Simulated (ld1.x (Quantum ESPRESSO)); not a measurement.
Before and after: ultrasoft potential for Ga (Z = 31)

```
Element                 : Ga (Z = 31)
Generator               : ld1.x (Quantum ESPRESSO) 7.5
Type                    : ultrasoft
Functional              : Wu–Cohen
Relativity              : scalar-relativistic
Frozen core             : [Ar] 3d10
Valence charge          : 3
Reference configuration : 4s1 4p2
Partial waves           : 4s (bound): rcut 1.50, rcutus 2.05 bohr; 4s channel at 1.85 Ry: rcut 1.50, rcutus 2.05 bohr; 4p (bound): rcut 2.20, rcutus 2.35 bohr; 4p channel at 0.35 Ry: rcut 2.20, rcutus 2.35 bohr
Local potential         : all-electron potential smoothed inside 2.00 bohr (lloc = -1)
Core correction         : Bessel-smoothed model core inside 2.00 bohr
Augmentation charge     : PSQ, radius 1.70 bohr
```

Change: augmentation PSQ, inside the norm-conserving radii.

Cutoffs: the cutoffs (Ry, on a coarse ladder) from which the occupation-weighted sum of valence levels, in a spherical-Bessel basis at the reference potential, stays within 10 and 1 mRy of its value at 400 Ry; they do not see the model core or the augmentation charge, which bear on the density cutoff. Errors are all-electron minus pseudo energies relative to the spin-unpolarised reference configuration.

Problem. What does the change do?

Solution. Both files are so soft that the ladder of cutoffs tells neither apart; of the 7 tests that both files solve, the error grows in 0 and shrinks in 2 by more than 15 % and 0.3 meV (median size 17.3 → 14.7 meV); neither file shows a bound ghost.

```tsv
quantity	base	changed
cutoff, loose	6 Ry	6 Ry
cutoff, tight	10 Ry	10 Ry
bound ghosts	none	none
error for 4s2 4p1, meV [ΔE -6.58 eV]	-17	-15
error for 4s2 4p0, meV [ΔE -0.91 eV]	-5.1	-0.7
error for 4s1 4p0, meV [ΔE 20.28 eV]	-111	-117
error for 4s2 4p1.3, meV [ΔE -7.11 eV]	-19	-18
error for 4s2 4p0.5, meV [ΔE -4.56 eV]	-10	-6.7
error for 4s1 4p1, meV [ΔE 6.54 eV]	-12	-13
error for 4s0 4p3, meV [ΔE 6.86 eV]	-18	-16
s: phases at 2.55 bohr within 0.05 rad from the reference energy up to (Ry; the scan ends near 5)	to the end of the scan	to the end of the scan
p: phases at 2.55 bohr within 0.05 rad from the reference energy up to (Ry; the scan ends near 5)	4.1	4.1
lowest overlap eigenvalue by channel	s 0.42, p 0.69	s 0.42, p 0.69
```
